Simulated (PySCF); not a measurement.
**Electron correlation in As (arsenic, neutral)**

Starting occupation: [Ar] 3d10 4s2 4p3, 4p1/2 with m_j = -1/2, +1/2, 4p3/2 with m_j = +3/2. All numbers are calculated (PySCF 2.14, X2C-1e with screened-nucleus spin-orbit coupling, Gaussian nucleus, in x2c-TZVPall-2c (6s7p4d1f, 54 functions)). Frozen: [Ne]; 23 electrons correlated.

MP2 pair energies summed by pair of shells (mhartree):

| pair | energy | share (%) |
| --- | --- | --- |
| 3d-3d | -100.76 | 28.8 |
| 3d-3p | -81.63 | 23.3 |
| 4p-4s | -45.79 | 13.1 |
| 3p-3p | -24.46 | 7.0 |
| 3d-3s | -19.47 | 5.6 |
| 3d-4p | -16.55 | 4.7 |
| 3d-4s | -15.33 | 4.4 |
| 4p-4p | -15.27 | 4.4 |
| 3p-3s | -11.57 | 3.3 |
| 4s-4s | -9.73 | 2.8 |
| 3p-4s | -3.68 | 1.1 |
| 3p-4p | -2.89 | 0.8 |
| 3s-3s | -1.49 | 0.4 |
| 3s-4p | -0.57 | 0.2 |
| 3s-4s | -0.55 | 0.2 |

Total MP2 correlation energy: -349.73 mhartree.

The GHF reference relaxed away from the jj start to a determinant that is no pure jj level (⟨S²⟩ = 3.74, ⟨J²⟩ = 3.75); the energies belong to that determinant.

This basis was not built for core-valence correlation, so the inner-shell part is incomplete.
